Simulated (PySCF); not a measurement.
## Computed structure and properties of [Ce(OH)2]+

System: [Ce(OH)2]+ (singlet in the valence; each metal's 4f electrons, 1 of them, lie in its core potential, out of spins and levels); start: template (C2). Method: PySCF 2.14.0, RKS PBE0, Ce lcecp-1-SVP with ECP47, O def2-SVP, H def2-SVP; non-relativistic Hamiltonian with scalar-relativistic core potentials where named; density fitting; no spin-orbit coupling.

Input of the relaxation:

```python
mol = gto.M(atom='''
Ce     0.00000    -0.00000    -0.17974
O      2.04620    -0.00000     0.73596
H      3.00580    -0.09060     0.79506
O     -2.04620     0.00000     0.73596
H     -3.00580     0.09060     0.79506''',
    basis={'Ce': 'lcecp-1-SVP', 'O': 'def2-SVP', 'H': 'def2-SVP'},
    ecp={'Ce': 'lcecp-1-SVP'},
    charge=1, spin=0)
mf = dft.RKS(mol, xc='PBE0')
mf.grids.atom_grid = (50, 194)  # f atoms: unpruned, at least (60, 302)
mf = mf.density_fit()  # fitting sets: Ce AutoAux, O def2-universal-JKFIT, H def2-universal-JKFIT
mf.conv_tol = 1e-08; mf.max_cycle = 55
mf.kernel(dm0)  # dm0: converged density of the start geometry
# quasi-Newton relaxation in Cartesian coordinates to a largest gradient under 0.00045 Eh/bohr, steps kept in the point group
```

Run from Python with OMP_NUM_THREADS=2; the lines above give its settings. Where DIIS fails, smearing, a level shift and second-order steps follow.
It took 30 s on 2 threads of Arm Neoverse V1, on a shared host, from the converged density of the start.

Course of the relaxation:

```json
{"step": "0", "energy above end (eV)": "0.9626", "largest force component within the symmetry (eV/Å)": "2.589"}
{"step": "1", "energy above end (eV)": "0.4843", "largest force component within the symmetry (eV/Å)": "1.085"}
{"step": "2", "energy above end (eV)": "0.3105", "largest force component within the symmetry (eV/Å)": "1.063"}
{"step": "3", "energy above end (eV)": "0.2732", "largest force component within the symmetry (eV/Å)": "1.213"}
{"step": "4", "energy above end (eV)": "0.1944", "largest force component within the symmetry (eV/Å)": "1.221"}
{"step": "5", "energy above end (eV)": "0.1100", "largest force component within the symmetry (eV/Å)": "0.708"}
{"step": "6", "energy above end (eV)": "0.0695", "largest force component within the symmetry (eV/Å)": "0.393"}
{"step": "7", "energy above end (eV)": "0.0664", "largest force component within the symmetry (eV/Å)": "1.362"}
{"step": "10", "energy above end (eV)": "0.0036", "largest force component within the symmetry (eV/Å)": "0.202"}
{"step": "11", "energy above end (eV)": "0.0016", "largest force component within the symmetry (eV/Å)": "0.095"}
{"step": "12", "energy above end (eV)": "0.0009", "largest force component within the symmetry (eV/Å)": "0.082"}
{"step": "13", "energy above end (eV)": "0.0004", "largest force component within the symmetry (eV/Å)": "0.027"}
{"step": "14", "energy above end (eV)": "0.0001", "largest force component within the symmetry (eV/Å)": "0.013"}
{"step": "15", "energy above end (eV)": "0.0000", "largest force component within the symmetry (eV/Å)": "0.012"}
```
(The steps between are left out.)

Relaxed geometry (C2v):

```xyz
5

Ce    0.0000    0.0000   -0.6632
O     1.6709   -0.0343    0.5246
H     2.3074   -0.0470    1.2482
O    -1.6709    0.0343    0.5246
H    -2.3074    0.0470    1.2482
```

```
    contact      Å
Ce1–O2 (OH)  2.050
Ce1–O4 (OH)  2.050
```

On the finer grid (75, 302):

The HOMO is -13.32 eV and the LUMO is -6.49 eV. The dipole about the centre of mass is 2.78 D. The set of Mulliken populations of Ce1 outside the core potential is s 2.07, p 6.10, d 1.25, f 0.10. The D3(BJ) dispersion energy (not in the energies) is -0.056 eV.

```
atom  Mulliken (e)  Löwdin (e)  spin (e)
 Ce1          1.48        1.29      0.00
  O2         -0.48       -0.27      0.00
  H3          0.24        0.12      0.00
  O4         -0.48       -0.27      0.00
  H5          0.24        0.12      0.00
```

The 4f levels lie in the core potential and are missing. Their spin isn't counted.

On the grid (50, 194), as all that follows. Harmonic modes: a minimum; lowest 135 cm⁻¹ (negative: unstable), highest 3924 cm⁻¹, zero-point energy 0.703 eV.

Taking off one OH (charge -1, singlet; the rest: singlet) in vacuum, both parts rigid, costs 16.97 eV; the small basis without counterpoise inflates it. Most of it is the attraction of opposite charges; other ways to part are cheaper, and one spin state was tried for the rest.

Rigid scan of OH along the line from its metal:

| distance to O2 (Å) | energy (eV) |
| --- | --- |
| 1.75 | 1.711 |
| 1.85 | 0.657 |
| 1.95 | 0.142 |
| 2.05 | 0.000 |
| 2.15 | 0.109 |
| 2.25 | 0.382 |
| 2.45 | 1.196 |
| 2.75 | 2.603 |
| 3.15 | 4.259 |
| 3.65 | 5.692 |

One start shape was tried, so this needn't be the lowest isomer.

An lcecp potential fixes the number of 4f electrons, so in runs with it no electron can move into or out of that shell.
